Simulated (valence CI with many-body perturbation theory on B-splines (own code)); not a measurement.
# E1 transitions of Ba LI

Level of theory: valence CI with perturbative core correlation (CI+MBPT): four valence electrons over a frozen Dirac-Fock core [He], a basis of 11 s, 11 p, 10 d, 8 f, 5 g, 2 h functions for each j, with the one-electron correlation potential Σ1, the two-electron term Σ2, the three-electron term Σ3, Breit, model QED; selected CI, second order for the rest, scaled by the run's own slope (own B-spline code, finite nucleus).

No measured spectrum was set against this ion. As an estimate, large intervals hold to a few tenths of a per cent, small ones and those within an open d or f shell to about a per cent. Among the levels kept, up to 910 cm⁻¹ of a level comes from second order outside the variational space, and about a tenth of that is noise between levels of different J, which matters for small intervals.

Lines 151 to 200 of 543 in falling wavelength, among levels below 56163 × 10³ cm⁻¹, chosen from the strongest by gf and those to the six lowest levels. Wavelengths and rates use the calculated energies. Electric multipoles are in the length gauge, E1 and E2 with the static RPA response of the core. Weak lines are less certain than strong ones. Lines between different terms over intervals too small for the method are left out, as are lines whose strength nearly cancels. The highest levels of a list are the least certain.

Levels are named by their leading jj configuration (3d3/2^4 stands for four electrons in 3d with j = 3/2), which in mixed levels can hold well under half, so a name can repeat and another be missing. Letters in brackets count levels of one name in rising energy.

```tsv
λ vac (Å)	Upper	Lower	A (s⁻¹)	S (a.u.) with core polarisation	S without
21.33	(2p1/2 2p3/2^2 3s) J=3	(2s 2p1/2 2p3/2 3s) J=2 [c]	1.97e+11	6.61e-03	6.63e-03
21.29	(2p1/2 2p3/2^2 3p1/2) J=2 [a]	(2s 2p1/2 2p3/2 3p1/2) J=1 [b]	3.78e+11	9.01e-03	9.03e-03
21.08	(2s 2p3/2^2 3p3/2) J=2 [a]	(2s^2 2p3/2 3p3/2) J=1	2.74e+11	6.34e-03	6.35e-03
20.96	(2s 2p1/2 2p3/2^2) J=3	(2s^2 2p1/2 2p3/2) J=2	2.17e+11	6.90e-03	6.92e-03
20.95	(2p1/2 2p3/2^2 3p3/2) J=4	(2s 2p1/2 2p3/2 3p3/2) J=3 [c]	6.05e+11	2.47e-02	2.48e-02
20.83	(2p1/2 2p3/2^2 3d3/2) J=4	(2s 2p1/2 2p3/2 3d3/2) J=3 [c]	4.55e+11	1.83e-02	1.83e-02
20.80	(2p1/2 2p3/2^2 3p1/2) J=3	(2s 2p1/2 2p3/2 3p1/2) J=2 [c]	4.84e+11	1.50e-02	1.51e-02
20.42	(2p1/2 2p3/2^2 3p3/2) J=2 [b]	(2s 2p1/2 2p3/2 3p3/2) J=1 [d]	5.62e+11	1.18e-02	1.18e-02
20.34	(2s 2p3/2^2 3p3/2) J=3 [b]	(2s 2p1/2 2p3/2 3s) J=2 [c]	3.80e+11	1.10e-02	1.11e-02
20.34	(2p1/2 2p3/2^3) J=1	(2s 2p1/2 2p3/2^2) J=1 [b]	5.06e+11	6.30e-03	6.31e-03
20.09	(2s 2p3/2^3) J=2	(2s^2 2p3/2^2) J=2	8.44e+11	1.69e-02	1.69e-02
20.05	(2s 2p1/2 2p3/2 3d5/2) J=2 [b]	(2s^2 2p1/2 3d3/2) J=2	4.72e+11	9.38e-03	9.40e-03
20.03	(2s 2p3/2^2 3d5/2) J=4 [b]	(2s^2 2p3/2 3d5/2) J=3	3.07e+11	1.09e-02	1.10e-02
19.96	(2s 2p1/2 2p3/2 3d5/2) J=3 [c]	(2s^2 2p1/2 3d5/2) J=2	8.67e+11	2.38e-02	2.39e-02
19.93	(2s 2p1/2 2p3/2 3d5/2) J=4 [c]	(2s^2 2p1/2 3d5/2) J=3	7.79e+11	2.74e-02	2.75e-02
19.89	(2p1/2 2p3/2^3) J=1	(2s 2p1/2 2p3/2^2) J=1 [a]	8.62e+11	1.00e-02	1.01e-02
19.88	(2p1/2^2 2p3/2^2) J=2	(2s 2p1/2^2 2p3/2) J=1	6.64e+11	1.29e-02	1.29e-02
19.86	(2s 2p1/2 2p3/2 3p3/2) J=3 [c]	(2s^2 2p1/2 3p3/2) J=2	8.68e+11	2.35e-02	2.35e-02
19.84	(2s 2p3/2^2 3d5/2) J=2 [b]	(2s^2 2p3/2 3d5/2) J=1	4.92e+11	9.49e-03	9.51e-03
19.79	(2s 2p3/2^2 3d5/2) J=3 [c]	(2s^2 2p3/2 3d5/2) J=3	6.96e+11	1.86e-02	1.87e-02
19.77	(2p1/2^2 2p3/2 3d5/2) J=2	(2s 2p1/2^2 3d5/2) J=2	4.59e+11	8.75e-03	8.76e-03
19.71	(2p3/2^4) J=0	(2s 2p3/2^3) J=1	3.29e+12	1.24e-02	1.25e-02
19.70	(2p1/2^2 2p3/2 3p3/2) J=1	(2s 2p1/2^2 3p3/2) J=1	6.35e+11	7.19e-03	7.20e-03
19.69	(2p1/2 2p3/2^3) J=2	(2s 2p1/2 2p3/2^2) J=2 [b]	1.41e+12	2.66e-02	2.67e-02
19.68	(2p1/2 2p3/2^2 3p3/2) J=3 [b]	(2s 2p1/2 2p3/2 3p3/2) J=3 [b]	5.26e+11	1.38e-02	1.39e-02
19.66	(2s 2p1/2 2p3/2 3d3/2) J=3 [c]	(2s^2 2p1/2 3d3/2) J=2	7.01e+11	1.84e-02	1.84e-02
19.62	(2s 2p3/2^2 3p3/2) J=2 [c]	(2s^2 2p3/2 3p3/2) J=2	8.34e+11	1.55e-02	1.56e-02
19.61	(2s 2p1/2 2p3/2 3p1/2) J=1 [c]	(2s^2 2p1/2 3p1/2) J=0	9.62e+11	1.07e-02	1.08e-02
19.61	(2p1/2 2p3/2^2 3p3/2) J=2 [c]	(2s 2p1/2 2p3/2 3p3/2) J=2 [d]	6.71e+11	1.25e-02	1.25e-02
19.60	(2s 2p1/2 2p3/2 3p1/2) J=2 [c]	(2s^2 2p1/2 3p1/2) J=1	8.94e+11	1.66e-02	1.66e-02
19.60	(2s 2p1/2 2p3/2 3p1/2) J=1 [b]	(2s^2 2p1/2 3p1/2) J=1	1.00e+12	1.12e-02	1.12e-02
19.60	(2s 2p1/2 2p3/2 3d5/2) J=3 [d]	(2s^2 2p1/2 3d5/2) J=3	9.67e+11	2.51e-02	2.52e-02
19.59	(2p1/2^2 2p3/2 3d5/2) J=4	(2s 2p1/2^2 3d5/2) J=3	5.69e+11	1.90e-02	1.91e-02
19.58	(2s 2p1/2 2p3/2 3d3/2) J=1 [d]	(2s^2 2p1/2 3d3/2) J=1	7.34e+11	8.16e-03	8.18e-03
19.57	(2p1/2^2 2p3/2 3p3/2) J=3	(2s 2p1/2^2 3p3/2) J=2	6.71e+11	1.74e-02	1.74e-02
19.57	(2s 2p1/2 2p3/2 3p3/2) J=2 [d]	(2s^2 2p1/2 3p3/2) J=2	9.68e+11	1.79e-02	1.79e-02
19.54	(2s 2p1/2 2p3/2 3s) J=1 [b]	(2s^2 2p1/2 3s) J=0	7.58e+11	8.38e-03	8.39e-03
19.54	(2s 2p1/2 2p3/2 3d3/2) J=2 [e]	(2s^2 2p1/2 3d3/2) J=1	7.44e+11	1.37e-02	1.37e-02
19.53	(2p1/2 2p3/2^2 3s) J=2 [b]	(2s^2 2p3/2 3p3/2) J=3	3.45e+11	6.35e-03	6.36e-03
19.53	(2s 2p1/2 2p3/2 3s) J=1 [c]	(2s^2 2p1/2 3s) J=1	8.64e+11	9.53e-03	9.55e-03
19.53	(2s 2p1/2 2p3/2 3d5/2) J=2 [c]	(2s^2 2p1/2 3d5/2) J=2	8.89e+11	1.63e-02	1.64e-02
19.52	(2s 2p1/2 2p3/2 3d5/2) J=2 [d]	(2s^2 2p1/2 3d5/2) J=3	1.07e+12	1.97e-02	1.97e-02
19.51	(2s 2p3/2^2 3d3/2) J=1 [b]	(2s^2 2p3/2 3d3/2) J=2	6.21e+11	6.83e-03	6.84e-03
19.50	(2s 2p1/2 2p3/2 3d5/2) J=1 [c]	(2s^2 2p1/2 3d5/2) J=2	1.01e+12	1.11e-02	1.11e-02
19.46	(2s 2p1/2 2p3/2 3d3/2) J=1 [c]	(2s^2 2p1/2 3d3/2) J=2	1.13e+12	1.23e-02	1.23e-02
19.45	(2p1/2 2p3/2^2 3p1/2) J=0	(2s 2p1/2 2p3/2 3p1/2) J=1 [c]	1.63e+12	5.91e-03	5.92e-03
19.44	(2p1/2^2 2p3/2 3s) J=2	(2s^2 2p1/2 3p3/2) J=1	6.31e+11	1.14e-02	1.15e-02
19.43	(2s 2p1/2 2p3/2 3p3/2) J=2 [c]	(2s 2p1/2^2 3s) J=1	6.45e+11	1.17e-02	1.17e-02
19.41	(2s 2p1/2 2p3/2 3d3/2) J=2 [c]	(2s 2p1/2^2 3p1/2) J=1	4.95e+11	8.92e-03	8.94e-03
19.40	(2s 2p1/2 2p3/2 3s) J=2 [c]	(2s^2 2p1/2 3s) J=1	8.08e+11	1.46e-02	1.46e-02
```
